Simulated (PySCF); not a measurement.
C₂H₅BO₃. Atoms are numbered in the order given.

```xyz
11

O     -0.1167    -2.1148     0.0000
B     -0.0466    -0.7662     0.0000
O     -1.1603     0.0256     0.0000
C     -0.7379     1.3727     0.0000
C      0.8093     1.3185     0.0000
O      1.1306    -0.0583     0.0000
H      0.7587    -2.5131     0.0000
H     -1.1366     1.8873    -0.8898
H     -1.1366     1.8873     0.8898
H      1.2451     1.8012     0.8901
H      1.2451     1.8012    -0.8901
```
Charge 0, spin multiplicity 1.

The structure is a stationary point at PBE0-D3(BJ)/def2-SVP. The geometry has at least one imaginary mode, so it is a saddle point at that level. The values are those of a single conformer.

Level of theory: PBE/def2-TZVP run with PySCF.

Computed frontier levels, gap, dipole moment and polarisability:
The highest occupied level is -6.42 eV and the lowest empty level is -0.19 eV. The orbital gap comes out as 6.22 eV and the dipole moment comes out as 0.461 e·Å. The quadrupole, principal values (traceless, Buckingham form, about the centre of nuclear charge) is -8.32, 0.19, 8.12 D·Å, the mean static polarisability comes out as 45.9 bohr³ (6.81 Å³) and the polarisability, principal values is 37.3, 44.6, 55.9 bohr³.
